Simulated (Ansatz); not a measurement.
Relaxation of H7NOSn (10 atoms, charge 0, multiplicity 1), to a largest force component of 0.03 eV/Å in at most 50 steps.

Method: RKS B3LYP/def2-mTZVP in Ansatz 0.2.0.

```xyz
10
Properties=species:S:1:pos:R:3
Sn -0.946 0.816 -0.475
N 1.001 -1.329 1.319
H -1.747 1.863 -1.582
H -1.803 -0.657 -0.301
H -0.635 1.592 1.015
H 1.407 -0.907 0.488
O 0.879 0.414 -1.279
H 0.758 -0.598 1.977
H 0.161 -1.831 1.056
H 0.925 0.637 -2.219
```

Question: Where does it end, and by what steps?

Answer: It converged. The force dipped under the threshold on the way, but the program's further checks kept it going. After 32 steps the energy has fallen by 0.096 eV; H8 moved furthest, 1.81 Å.

| step | energy less start (eV) | largest force component (eV/Å) | accepted |
| --- | --- | --- | --- |
| 0 | 0.0000 | 0.399 | yes |
| 2 | -0.0463 | 0.301 | yes |
| 4 | -0.0631 | 0.370 | yes |
| 6 | -0.0696 | 0.121 | yes |
| 8 | -0.0721 | 0.419 | yes |
| 10 | -0.0782 | 0.023 | yes |
| 12 | -0.0811 | 0.131 | yes |
| 14 | -0.0844 | 0.087 | yes |
| 16 | -0.0872 | 0.131 | yes |
| 18 | -0.0888 | 0.068 | yes |
| 20 | -0.0897 | 0.136 | yes |
| 22 | -0.0916 | 0.017 | yes |
| 24 | -0.0922 | 0.071 | yes |
| 26 | -0.0930 | 0.070 | yes |
| 28 | -0.0933 | 0.077 | yes |
| 30 | -0.0944 | 0.135 | yes |
| 32 | -0.0956 | 0.016 | yes |

```xyz
10
Properties=species:S:1:pos:R:3
Sn -1.504 1.342 -0.910
N 1.750 -1.744 1.214
H -1.225 2.457 -2.185
H -2.713 0.198 -1.328
H -1.816 2.106 0.584
H 1.184 -0.986 0.835
O 0.203 0.362 -0.533
H 2.412 -1.326 1.863
H 1.129 -2.330 1.768
H 0.581 -0.079 -1.307
```

Time of the run: 83 s on 2 threads of Intel(R) Xeon(R) Platinum 8375C CPU @ 2.90GHz (Ice Lake), with other jobs on the host, peak memory 0.24 GiB.
